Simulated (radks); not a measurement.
Effect of the nuclear size on the holmium ion Ho+, [Xe] 4f11 6s1. Calculated with a radial shooting solver on a logarithmic mesh with Libxc functionals: Dirac Kohn-Sham, BLYP, spin-unpolarised, spherical densities, finite nucleus; open shells fill j = l - 1/2 first; Fermi nuclear charge, rms radius 5.2022 fm. The rms radius is varied about that value; shifts are against it.

rms radius (fm)	total energy shift (eV)	density at nucleus (e/bohr^3)	1s1/2 shift (meV)	2s1/2 shift (meV)	5s1/2 shift (meV)	5p1/2 shift (meV)	6s1/2 shift (meV)	4f7/2 shift (meV)	6p1/2 (empty) shift (meV)
4.219	-9.92	8.545e+05	-4070	-539	-4.24	0.258	-0.356	0.576	0.085
4.8276	-3.96	8.227e+05	-1620	-215	-1.69	0.103	-0.142	0.230	0.034
5.2022	0	8.056e+05	0.000	0.000	0.000	0.000	0.000	0.000	0.000
5.6964	5.54	7.854e+05	2270	301	2.37	-0.144	0.199	-0.322	-0.047
6.1698	11.2	7.679e+05	4590	607	4.78	-0.291	0.401	-0.649	-0.096

Slopes of the eigenvalues against <r^2> in GHz/fm^2, as finite differences over the two radii next to the reference (eigenvalue slopes, not the field-shift constants of lines): 1s1/2 103000, 2s1/2 13600, 5s1/2 107, 5p1/2 -6.53, 6s1/2 9.02, 4f7/2 -14.6, 6p1/2 (empty) -2.14.
